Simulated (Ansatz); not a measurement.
CH$_{3}$BrOSi (`Br[SiH]1CO1`), relaxed with RKS PBE-D4/def2-SVP in the Gaussian-basis code of Ansatz from a rough embedded geometry. The force threshold is 0.03 eV/Å; the program also tests the step.

Total charge 0; spin multiplicity 1.

Start:

```xyz
7

Br    1.097   -2.157    0.803
Si    0.575   -0.474   -0.415
C    -0.779    0.530    0.239
O     0.521    0.917    0.524
H     1.341   -0.135   -1.657
H    -1.316    1.185   -0.486
H    -1.439    0.134    0.991
```

Question: How much energy does the relaxation release, and in how many steps? (Estimate.)

Answer: Computed: 33.77 kJ/mol, in 6 steps.

Question: Which bonds change most? (An estimate is asked.)

Answer: Computed: C3–O4 from 1.385 to 1.490 Å; Br1–Si2 from 2.143 to 2.219 Å; C3–H7 from 1.076 to 1.108 Å; Si2–C3 from 1.808 to 1.828 Å.

Question: Give the relaxed structure. (Best estimate.)

Answer: Ansatz gave: 
```xyz
7

Br    1.226   -2.276    0.702
Si    0.632   -0.406   -0.334
C    -0.848    0.540    0.170
O     0.501    1.003    0.600
H     1.339   -0.294   -1.641
H    -1.368    1.252   -0.503
H    -1.481    0.181    1.005
```
